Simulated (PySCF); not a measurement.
Spectrum to structure. Theory: TDDFT CAM-B3LYP/def2-SVPD, vertical, gas phase, core orbitals frozen in the response in PySCF. Geometries: PBE0-D3(BJ)/def2-SVP, one conformer each.

```csv
state,λ (nm),f
S1,169.2,0.0009
S2,162.4,0.018
S3,161.5,0.0034
S4,160.9,0.016
S5,156.0,0.0092
S6,155.2,0.013
S7,154.3,0.023
S8,149.9,0.053
S9,147.7,0.033
S10,145.5,0.012
```

Triplets computed (Tamm–Dancoff): 6.15, 6.64, 6.73, 6.84 eV.

Orbital energies (eV): HOMO-3 -10.94, HOMO-2 -10.86, HOMO-1 -9.78, HOMO -9.51, LUMO 0.99, LUMO+1 1.40, LUMO+2 1.45.

Question: Which candidate is it? All have the formula C6H9NSi.
A. `N#C[C@@]1([C@H]2[C@@H]1C2)C[SiH3]`
B. `N#C[Si@@H]1C[C@H]1C1CC1`
C. `C#C[SiH2]/N=C/C=C\C`
D. `C#C[SiH2]/N=C/C=C/C`
E. `C(#N)[Si@H]1[C@H](C1)C1CC1`

Answer: A. Its S1, at 7.33 eV, is the highest among the candidates; the nearest of the others has S1 at 5.65 eV. S1 is HOMO-1→LUMO+6 (18%), HOMO-1→LUMO+7 (11%), HOMO-1→LUMO+1 (11%). Löwdin shares by element: HOMO carbon 80% or more (atoms not listed hold the other 20%); LUMO silicon 27%, hydrogen 18% or more, carbon 12% or more (atoms not listed hold the other 42%). At the same level the other candidates give, for their lowest levels:
- `C#C[SiH2]/N=C/C=C/C`: 327 nm (f 0.000); 238 nm (f 0.523); 211 nm (f 0.001); 200 nm (f 0.002); 198 nm (f 0.001); T1 3.12 eV; HOMO -8.51, LUMO -0.59 eV
- `N#C[Si@@H]1C[C@@H]1C1CC1`: 223 nm (f 0.015); 219 nm (f 0.224); 185 nm (f 0.007); 183 nm (f 0.012); 180 nm (f 0.011); T1 4.36 eV; HOMO -8.24, LUMO 0.14 eV
- `N#C[Si@@H]1C[C@H]1C1CC1`: 219 nm (f 0.019); 214 nm (f 0.277); 190 nm (f 0.006); 188 nm (f 0.006); 178 nm (f 0.011); T1 4.42 eV; HOMO -8.35, LUMO 0.13 eV
- `C#C[SiH2]/N=C/C=C\C`: 336 nm (f 0.000); 236 nm (f 0.467); 211 nm (f 0.001); 201 nm (f 0.004); 198 nm (f 0.001); T1 3.14 eV; HOMO -8.42, LUMO -0.64 eV

Conformer computed: `[N:1]#[C:2][C@:3]1([CH2:4][SiH3:5])[C@@H:6]2[CH2:7][C@H:8]12`: C2–C3–C4–Si5 67°.
